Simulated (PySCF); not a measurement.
Two-component Hartree-Fock for Te (tellurium, neutral)

Start: [Kr] 4d10 5s1 5p5; 5s1/2 filled at m_j = +1/2; 5p1/2 filled at m_j = -1/2, +1/2; 5p3/2 filled at m_j = -1/2, +1/2, +3/2. Calculated with PySCF 2.14 in x2c-SVPall-2c with one added diffuse shell each of s, p type (7s9p4d, 54 functions): generalised Hartree-Fock with the X2C-1e Hamiltonian and a Gaussian nucleus; one run each with spin-orbit coupling (SO) switched off, then screened by Boettger's factors. This is a chosen level, not necessarily the ground level.

| spinor shell | electrons | ε, spin-free (eV) | ε, screened SO (eV) | weight of nominal j (screened SO) | rms radius, screened SO (bohr) |
| --- | --- | --- | --- | --- | --- |
| 1s1/2 | 2 | -31971.6 | -31968.3 | 1.000 | 0.0319 |
| 2s1/2 | 2 | -5002.4 | -5001.4 | 1.000 | 0.130 |
| 2p1/2 | 2 | -4485.3 | -4676.2 | 1.000 | 0.112 |
| 2p3/2 | 4 | -4485.3 | -4398.6 | 1.000 | 0.117 |
| 3s1/2 | 2 | -1039.9 | -1039.5 | 1.000 | 0.343 |
| 3p1/2 | 2 | -867.57 | -904.09 | 1.000 | 0.335 |
| 3p3/2 | 4 | -867.57 | -850.71 | 1.000 | 0.347 |
| 3d3/2 | 4 | -607.17 | -613.39 | 1.000 | 0.320 |
| 3d5/2 | 6 | -607.17 | -602.57 | 1.000 | 0.323 |
| 4s1/2 | 2 | -195.90 | -195.73 | 1.000 | 0.817 |
| 4p1/2 | 2 | -140.08 | -146.94 | 0.999 | 0.860 |
| 4d3/2 | 4 | -55.532 | -56.335 | 0.981 | 1.05 |
| 4d5/2 | 6 | -55.532 | -54.775 | 0.987 | 1.05 |
| 5s1/2 | 1 | -24.218 | -24.114 | 1.000 | 2.24 |
| 5p1/2 | 2 | -9.891 | -9.888 | 0.642 | 2.87 |
| 5p3/2 | 3 | -9.891 | -9.924 | 0.762 | 2.87 |

Question: Where does 4p3/2 lie, and what is the 4p spin-orbit splitting (screened SO)?

Answer: At -136.76 eV, 10.182 eV above 4p1/2.

```csv
quantity,spin-free,screened SO
E (hartree),-6788.89172,-6790.74718
M_J,2,2
⟨J²⟩,6.046,6.045
⟨L²⟩,2.002,2.027
⟨S²⟩,2.044,2.057
```

Each row is a mean over spinors that exchange with the open shell spreads, by up to 4.147 eV (5p1/2).

Rows whose weight is well below 1 are mixtures of j = l ± 1/2: exchange outweighs spin-orbit coupling there, and the label is only the starting occupation.

Breit and QED terms are absent; they matter most for the inner s and p1/2 levels.

Densities and radii are taken from the X2C orbitals without a picture-change correction, which distorts them close to the nucleus.

Without spin-orbit coupling the j labels of p, d and f shells carry no meaning; the spin-free column gives the mean over the occupied spinors of each nl shell.
